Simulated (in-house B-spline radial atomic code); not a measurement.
**Ionising Cs⁸⁺ with different functionals**

Computed with a radial B-spline atomic code at the basis-set limit: four-component Dirac-Coulomb Hamiltonian, Fermi nucleus of rms radius 4.8041 fm, spin-restricted, spherical fractional occupations for the functionals. The ionisation energy is the difference of two self-consistent energies, [Kr] 4d10 5s1 → [Kr] 4d10, without Breit or QED terms; ε is the level of the shell that loses the electron (mean over j).

Hybrids are left out here: with spherical fractional occupations of an open shell their exact exchange keeps a self-interaction that integer-occupation calculations don't have.

```
           method  rung  ΔSCF (eV)  -ε(5s) (eV)
         LDA VWN5   LDA     126.84       119.66
 relativistic LDA   LDA     126.67       119.50
         LDA PW92   LDA     126.84       119.65
LDA exchange-only   LDA          ?            ?
              PBE   GGA     126.41       119.04
           PBEsol   GGA     126.20       118.96
             BLYP   GGA     126.77       119.31
             RPBE   GGA     126.21       118.71
             PW91   GGA     126.57       119.16
             BP86   GGA     126.11       119.06
             AM05   GGA          ?            ?
             OLYP   GGA     126.28       118.57
```

Question: What does AM05 give?

Answer: ΔSCF 126.10 eV, and -ε(5s) = 118.94 eV.

Question: What does LDA exchange-only give?

Answer: ΔSCF 125.29 eV, and -ε(5s) = 118.07 eV.

Question: How do they compare with the NIST value?

Answer: NIST lists 125.61 eV ± 0.09 (semi-empirical, ground level to ground level). Errors run from -0.32 to +1.23 eV; AM05 is closest (+0.49 eV), though others lie within the uncertainty of it, and part of that can be cancellation, since the calculations leave out Breit-QED terms, spin polarisation.
